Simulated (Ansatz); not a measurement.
Mulliken charges of CH4N2Sn (`C1=[N][SnH2][NH]1`) from r2SCAN/def2-TZVPP in Ansatz (PBE0-D4/def2-TZVP geometry).

```json
{"atom": "C1", "x (Å)": "-0.791", "y (Å)": "0.187", "z (Å)": "-0.938", "charge (e)": "0.209"}
{"atom": "N2", "x (Å)": "0.201", "y (Å)": "0.995", "z (Å)": "-1.129", "charge (e)": "-0.558"}
{"atom": "Sn3", "x (Å)": "1.063", "y (Å)": "0.254", "z (Å)": "0.604", "charge (e)": "0.897"}
{"atom": "N4", "x (Å)": "-0.808", "y (Å)": "-0.574", "z (Å)": "0.197", "charge (e)": "-0.519"}
{"atom": "H5", "x (Å)": "-1.620", "y (Å)": "0.118", "z (Å)": "-1.652", "charge (e)": "0.057"}
{"atom": "H6", "x (Å)": "1.136", "y (Å)": "1.165", "z (Å)": "2.046", "charge (e)": "-0.111"}
{"atom": "H7", "x (Å)": "2.355", "y (Å)": "-0.857", "z (Å)": "0.499", "charge (e)": "-0.112"}
{"atom": "H8", "x (Å)": "-1.444", "y (Å)": "-1.346", "z (Å)": "0.318", "charge (e)": "0.137"}
```

Problem. By hand: the dipole of these point charges (1 e Å = 4.8032 D).

Solution. Σ q r = (0.415, -0.201, 0.540) e Å, of length 0.710 e Å = 3.41 D.

Problem. How does the dipole of the full density compare? (An estimate is asked.)

Solution. Computed: (0.011, -0.415, 0.434) e Å, 2.88 D; the point charges give 1.18 times that, at 41° from its direction.

Point charges leave out the atoms' own dipoles, such as those of lone pairs, and Mulliken's split depends on the basis, so the two needn't agree.
